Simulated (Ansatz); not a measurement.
Relaxation of Sr₂O₂ with RKS PBE-D4/def2-TZVP.

```sh
$ ansatz run in.yaml --threads 4 --pin off --events-out ev --progress --plain --max-ram 3916MiB
```

```yaml
crystal:
  periodic: [false, false, false]
  atoms:
    - {symbol: Sr, position_ang: [-1.226590, 0.841010, -1.337600]}
    - {symbol: Sr, position_ang: [1.227140, -0.840900, 1.334580]}
    - {symbol: O, position_ang: [0.056420, -0.628150, -0.444710]}
    - {symbol: O, position_ang: [-0.056970, 0.628050, 0.447730]}
basis:
  gaussian: {orbitals: def2-TZVP}
hamiltonian: {xc: pbe, dispersion: d4}
scf: {lower_state_search: "off"}
output: {orbitals: {seedname: orbitals}}
relax: {f_tol: 0.02, max_steps: 100}
```

Hardware: 4 threads of Arm Neoverse V2 on a shared host. Wall time 13 s.

Positions (Å) and forces (eV/Å) at steps 1, 2, 3, 4, 7, 8, 9, 10, 11, 12, 13, 14 of 14:

```xyz
4
step=1 energy=-5762.7665 eV
Sr   -1.227    0.841   -1.338   -1.903    1.305   -2.080
Sr    1.227   -0.841    1.335    1.949   -1.324    2.124
O     0.056   -0.628   -0.445    0.006   -0.432   -0.354
O    -0.057    0.628    0.448   -0.051    0.452    0.310
4
step=2 energy=-5763.2141 eV
Sr   -1.324    0.908   -1.444   -0.004    0.003   -0.005
Sr    1.325   -0.908    1.441    0.016   -0.008    0.020
O     0.055   -0.623   -0.442    0.003   -0.131   -0.106
O    -0.057    0.623    0.444   -0.016    0.135    0.091
4
step=3 energy=-5763.2146 eV
Sr   -1.324    0.908   -1.444    0.001    0.000    0.001
Sr    1.326   -0.908    1.442    0.004   -0.001    0.004
O     0.055   -0.625   -0.443    0.004   -0.080   -0.061
O    -0.057    0.624    0.445   -0.009    0.081    0.056
4
step=4 energy=-5763.2148 eV
Sr   -1.323    0.909   -1.444    0.000    0.001   -0.001
Sr    1.326   -0.907    1.442    0.000    0.000   -0.002
O     0.055   -0.627   -0.445    0.001   -0.003    0.001
O    -0.058    0.626    0.447    0.000    0.001    0.002
4
step=7 energy=-5763.2152 eV
Sr   -1.305    0.918   -1.456    0.026   -0.011    0.015
Sr    1.344   -0.897    1.429    0.015    0.004    0.008
O     0.037   -0.639   -0.433   -0.032    0.049    0.009
O    -0.077    0.618    0.460   -0.009   -0.042   -0.032
4
step=8 energy=-5763.2177 eV
Sr   -1.269    0.933   -1.472    0.028    0.000   -0.003
Sr    1.372   -0.878    1.404    0.060   -0.005    0.035
O     0.006   -0.657   -0.412   -0.064    0.075    0.014
O    -0.109    0.602    0.480   -0.024   -0.069   -0.046
4
step=9 energy=-5763.2379 eV
Sr   -1.155    0.979   -1.524    0.206   -0.134    0.196
Sr    1.463   -0.817    1.324   -0.036    0.098   -0.089
O    -0.095   -0.716   -0.347   -0.147    0.286    0.085
O    -0.213    0.554    0.546   -0.023   -0.250   -0.192
4
step=10 energy=-5763.2854 eV
Sr   -0.975    1.024   -1.570    0.380   -0.403    0.603
Sr    1.567   -0.718    1.190   -0.423    0.254   -0.340
O    -0.238   -0.788   -0.253   -0.058    0.416    0.058
O    -0.355    0.482    0.632    0.101   -0.267   -0.321
4
step=11 energy=-5763.3998 eV
Sr   -0.782    1.019   -1.541    0.252   -0.306    0.462
Sr    1.599   -0.605    1.040   -0.414    0.192   -0.292
O    -0.355   -0.833   -0.188    0.049    0.187   -0.008
O    -0.462    0.419    0.689    0.113   -0.073   -0.162
4
step=12 energy=-5763.4391 eV
Sr   -0.729    1.004   -1.512    0.146   -0.075    0.123
Sr    1.583   -0.571    0.995   -0.092    0.091   -0.145
O    -0.377   -0.840   -0.180   -0.025    0.018    0.031
O    -0.477    0.407    0.697   -0.028   -0.035   -0.009
4
step=13 energy=-5763.4415 eV
Sr   -0.539    0.995   -1.478   -0.145   -0.106    0.135
Sr    1.597   -0.461    0.839   -0.218   -0.066    0.070
O    -0.479   -0.887   -0.117    0.178    0.122   -0.076
O    -0.579    0.353    0.755    0.184    0.050   -0.129
4
step=14 energy=-5763.4633 eV
Sr   -0.614    0.995   -1.485   -0.006   -0.002    0.002
Sr    1.584   -0.504    0.899   -0.007   -0.003    0.004
O    -0.435   -0.867   -0.144    0.005    0.013    0.004
O    -0.535    0.376    0.730    0.008   -0.008   -0.010
```

In the def2 sets Sr takes a core potential; there is no spin–orbit coupling. The structure holds 1 bond(s) between oxygen atoms. The restricted singlet is unstable towards broken spin symmetry at other levels; at PBE-D4/def2-TZVP this wasn't settled. Another isomer (singlet) lies 2.84 eV lower at PBE0-D4/def2-TZVP; other spin states weren't run for this one.
